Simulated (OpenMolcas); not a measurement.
Ionisation energies of neon

- Program: OpenMolcas 26.06
- Basis: ANO-R3 [4s4p2d1f]
- Scalar Hamiltonian: X2C, finite nucleus
- Spin-orbit coupling: RASSI with atomic mean-field integrals over the reference wave functions, term energies averaged over their components

Active shells in each charge state: the valence s, p shells, with orbitals averaged over the low states. Where CASPT2's correlated closed shells are named, they are those of the first ion.

A. CASSCF
B. SS-CASPT2, IPEA 0.25 Eh, imaginary shift 0.1 Eh (closed shells correlated: 1s)
C. SS-CASPT2, IPEA 0.25 Eh, imaginary shift 0.1 Eh (closed shells correlated: none)
D. SS-CASPT2, IPEA 0 Eh, imaginary shift 0.1 Eh (closed shells correlated: 1s)

Energies in eV between the lowest computed levels, named as in B; reference values from the NIST Atomic Spectra Database with their kind.

| From | To | A | B | C | D | Spin-orbit share in B | Reference |
| --- | --- | --- | --- | --- | --- | --- | --- |
| Ne4+ 2s² 2p² ³P₀ | Ne5+ 2s² 2p ²P°_1/2 | 124.948 | 125.990 | 125.946 | 126.024 | -0.010 | 126.247 (measured) |
| Ne5+ 2s² 2p ²P°_1/2 | Ne6+ 2s² ¹S₀ | 156.497 | 157.537 | 157.485 | 157.567 | +0.102 | 157.934 (measured) |
| Ne6+ 2s² ¹S₀ | Ne7+ 2s ²S_1/2 | 207.115 | 207.159 | 207.172 | 207.160 | +0.000 | 207.271 (measured) |
| Ne7+ 2s ²S_1/2 | Ne8+ 1s² ¹S₀ | 238.959 | 239.013 | 238.959 | 239.013 | +0.000 | 239.097 (semi-empirical) |

Steps that some method lacks are left out, and so are those with a state whose active s or d shell is doubly occupied in every root (s and p with five to eight electrons, d10) over a frozen core shell of the same l, since the two then mix freely.

Error against the reference values, in %:

| From | Reference | A | B | C | D |
| --- | --- | --- | --- | --- | --- |
| Ne4+ | measured | -1.0 | -0.2 | -0.2 | -0.2 |
| Ne5+ | measured | -0.9 | -0.3 | -0.3 | -0.2 |
| Ne6+ | measured | -0.1 | -0.1 | 0 | -0.1 |
| Ne7+ | semi-empirical | -0.1 | 0 | -0.1 | 0 |

Mean absolute error over the 3 measured values: A 0.96 eV, B 0.26 eV, C 0.28 eV, D 0.23 eV.

° marks odd parity.
